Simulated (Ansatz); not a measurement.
Computed with Ansatz on PBE0-D4/def2-TZVP structures; ΔE is electronic, products minus reactants. CCSD(T)/CBS adds triple-zeta CCSD(T) − MP2 to the extrapolated MP2 energy (def2 sets, frozen cores). DFT in def2-TZVPP. def2 core potentials past Kr. For Ge, I, Se outer-core shells are correlated without core-valence functions, which leaves a few kJ/mol of doubt a bond. Scalar relativity is left out up to krypton. One conformer a species, not always the lowest.

Consider the redistribution: `OC(O)[SeH]` + `[CH3][GeH2][I]` → `C[Se]C(O)O` + `[GeH3][I]`.

```tsv
species	B2PLYP energy (Eh)
`OC(O)[SeH]`	-2592.07122
`[CH3][GeH2][I]`	-2415.30648
`C[Se]C(O)O`	-2631.36508
`[GeH3][I]`	-2376.00269
```

**Question.** Work out ΔE.

**Answer.** ΔE = (-2631.36508) + (-2376.00269) − (-2592.07122) − (-2415.30648) = 0.00993 Eh = +0.27 eV. CCSD(T)/CBS gives +0.29 eV.

**Question.** What do rigid-rotor, harmonic-oscillator terms from PBE0-D4/def2-TZVP frequencies (298.15 K, 1 bar) make of the CCSD(T)/CBS value? (Best estimate.)

**Answer.** Computed: ΔZPE = +0.02 eV, ΔH = +0.30 eV, ΔS = -14 J/(mol·K), ΔG = +0.34 eV.

Largest T1 diagnostic among the species: 0.011.

Leaving LDA and LC-ωPBE aside and taking each functional with its dispersion term where it has one, the values, not all of them listed here, spread over 0.09 eV, from ωB97X-V to r2SCAN-D4.
